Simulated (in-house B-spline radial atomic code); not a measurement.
# RPA and G0W0 on r2SCAN: the magnesium ion Mg²⁺

Configuration [He] 2s2 2p6, mean-field start r2SCAN. Computed with an all-electron radial atomic-structure program (B-spline basis): all electrons, non-relativistic, point nucleus, each spin shell either full or empty, empty states to l = 9 with an (l + 1/2)⁻⁴ tail; G0W0 by contour deformation at full frequency.

Command:
```bash
python run_gw.py task.json out
```
Settings (radii: box in bohr, nucleus in fm):
```
Z                        12
electrons                10
configuration            [He] 2s2 2p6
hamiltonian              nr
method                   r2scan
lmax                     9
spin_polarised           False
box_radius               17.55
intervals                48
```

Cost of the run: 0.9 s on 1 thread of Arm Neoverse N1, on a shared host.

Energies (hartree):

```csv
term,value
mean-field total,-199.22141
Hartree-Fock functional on these orbitals,-198.82706
direct second order,-0.67859
second-order exchange,0.23992
SOSEX correction,0.21846
```

Task: What is the RPA correlation energy, and what remains with SOSEX?

Result: RPA gives -0.59378 hartree (-1.62 eV per electron); RPA + SOSEX gives -0.37531, and the second-order doubles -0.43867 hartree (no singles). RPA lacks exchange-type terms and so overcorrelates at short range.

Quasi-particle levels (eV):

| level | occupied | mean field | Σx - vxc | Σc | QP weight | G0W0 |
| --- | --- | --- | --- | --- | --- | --- |
| 2p | yes | -68.01 | -13.95 | ? | ? | ? |
| 3s | no | -16.287 | 1.77 | -0.39 | 0.996 | -14.906 |

G0W0 = mean field + (Σx - vxc) + Σc, with Σc (partial-wave tail included) taken at the quasi-particle energy. Levels of low weight are left out.

Task: Where does G0W0 put 2p?

Result: At -79.74 eV, with Σc = 2.23 eV and a quasi-particle weight of 0.945. The tabulated removal energy is 80.144 eV (NIST, measured); the calculation leaves out relativity, Breit and QED terms, and what these don't explain is the method's own error.
